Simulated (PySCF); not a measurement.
ClH2InS2, SMILES [SH][In]([SH])[Cl]. Geometry optimised at B3LYP-D3(BJ)/def2-SVP. The def2 effective core potentials stand for the cores of In; spin–orbit coupling is left out. One conformer was computed; it need not be the lowest.

Task: Give the equilibrium geometry at B3LYP-D3(BJ)/def2-SVP (PySCF confirms it by a frequency run) as Cartesian coordinates in Å, and its point group. (An estimate is asked for; the answer gives what the named calculation found.)

Result: This is not unique; one that fits is point group C2v.
```xyz
6

In     0.0000     0.0000    -0.0056
Cl     0.0000     0.0000     2.3513
S      0.0000     2.1519    -1.0947
H      0.0000     1.6034    -2.3337
S      0.0000    -2.1519    -1.0947
H      0.0000    -1.6034    -2.3337
```
Charge 0, spin multiplicity 1.
